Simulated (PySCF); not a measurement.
Working out the ionisation energy of F(2+)

F(2+) [He] 2s2 2p3 (4S) → F(3+) [He] 2s2 2p2 (3P). All numbers are calculated (PySCF 2.14, the spin-free X2C one-electron Hamiltonian (Gaussian nucleus), in x2c-TZVPall (5s3p2d1f, 31 functions)). Frozen: 1s2. Energies in hartree (1 hartree = 27.21139 eV):

```json
{"part": "UHF", "F(2+) (lower)": "-97.696808", "F(3+) (upper)": "-95.409225"}
{"part": "CCSD correlation", "F(2+) (lower)": "-0.111417", "F(3+) (upper)": "-0.098617"}
{"part": "(T)", "F(2+) (lower)": "-0.001134", "F(3+) (upper)": "-0.001097"}
```

What does Hartree-Fock give?

(-95.409225) − (-97.696808) = 2.287583 hartree = 62.248 eV.

What do CCSD and CCSD(T) give?

The CCSD correlation energies differ by 0.012800 hartree = 0.348 eV and the triples by 0.000037 hartree = 0.001 eV, so CCSD gives 62.596 eV and CCSD(T) 62.597 eV.

Reference: 62.708 eV (semi-empirical (NIST evaluation); NIST Atomic Spectra Database, ionization energies), between the lowest levels; spin-orbit coupling is absent from the calculation.

What remains against the reference includes basis incompleteness, the frozen core and higher excitations.
